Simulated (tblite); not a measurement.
Compound: C₈H₁₁ (doublet state).
Z-matrix (Å and degrees, GFN2-xTB geometry), rows numbered from 1:
```
C 
C   1  1.4979
C   1  1.4995  2   60.04
C   3  1.4979  1  120.10  2  -109.50
C   4  1.5421  3  124.92  1   155.98
C   5  1.5333  4   70.59  3   178.72
C   6  1.5345  5   90.17  4    45.03
C   6  1.5332  5   90.29  4   -45.14
H   1  1.0793  2  118.82  3   107.89
H   1  1.0789  2  117.89  3  -107.94
H   2  1.0789  1  117.91  3   107.94
H   2  1.0792  1  118.80  3  -107.90
H   3  1.0846  1  117.40  2   107.38
H   5  1.0857  4  116.97  3    67.15
H   5  1.0856  4  116.91  3   -69.68
H   7  1.0858  4  117.17  3    68.80
H   7  1.0858  4  117.18  3   -68.79
H   8  1.0856  4  116.96  3   -67.15
H   8  1.0856  4  116.90  3    69.68
```

All values are computed: GFN2-xTB (tblite) harmonic vibrations without scaling, gas phase. The method is semi-empirical: single wavenumbers can be off by several per cent or more. One conformer, not necessarily the lowest. Open shells enter through the occupations alone, without spin polarisation, and single modes of such species can be off by tens of per cent.

Harmonic wavenumbers (cm⁻¹): 35.6, 173.4, 185.3, 362.9, 403.0, 530.9, 542.1, 596.6, 790.9, 793.2, 802.8, 849.8, 854.6, 923.7, 940.7, 946.3, 985.0, 1021.0, 1039.9, 1044.2, 1055.0, 1070.4, 1075.0, 1085.1, 1090.3, 1092.0, 1097.3, 1098.4, 1151.0, 1167.6, 1169.8, 1183.9, 1247.5, 1282.5, 1379.6, 1435.2, 1477.3, 1479.1, 1484.7, 1522.2, 3020.0, 3026.9, 3028.6, 3029.1, 3031.7, 3032.1, 3033.7, 3091.7, 3093.1, 3098.9, 3114.6.

A = 4522, B = 1614, C = 1561 MHz; mass 107.086 u (most abundant isotopes); point group Cs, symmetry number 1; spin multiplicity 2.

Zero-point energy?

½Σν̃ = 36033 cm⁻¹ = 103.02 kcal/mol.

Give the ideal-gas entropy at 200 K and 1 bar in the rigid-rotor, harmonic-oscillator model (classical rotation).

Translation 37.96, rotation 26.55, vibration 9.87, spin (R ln 2) 1.38: S = 75.8 cal/(mol K).

And Cp and H(200 K) − H(0)?

Cp = 19.57 cal/(mol K), of which vibrations give 11.62 (their classical limit is 51 R = 101.3); H(200 K) − H(0) = 2.63 kcal/mol without the zero-point energy, 1.04 from vibrations.

Which modes carry the vibrational entropy at 200 K?

35.6 cm⁻¹: 4.70; 173.4 cm⁻¹: 1.67; 185.3 cm⁻¹: 1.56; 362.9 cm⁻¹: 0.56; 403.0 cm⁻¹: 0.45; 530.9 cm⁻¹: 0.21 cal/(mol K); the other 45 give 0.72 together.

What must be added to the electronic energy to get the Gibbs energy at 200 K and 1 bar?

ZPE + [H(200 K) − H(0)] − T·S = 103.02 + 2.63 − 15.15 = 90.50 kcal/mol.

How do the functions run with temperature in this model?

```csv
T (K),S (cal/(mol K)),Cp (cal/(mol K)),H − H(0) (kcal/mol),G − H(0) (kcal/mol),ln q(vib)
50,57.0,10.4,0.46,-2.39,0.46
100,65.0,12.9,1.04,-5.46,1.08
298.15,85.4,30.1,5.04,-20.43,3.73
373.15,93.1,38.8,7.63,-27.12,4.93
500,106.4,51.8,13.41,-39.78,7.21
750,131.0,69.2,28.74,-69.51,12.20
1000,152.5,80.2,47.51,-105.02,17.25
```

q(vib) and H(0) count from the zero-point level.

Hindered rotation and anharmonicity are outside this model. Other conformers, if any are populated, would add a mixing term that is left out.
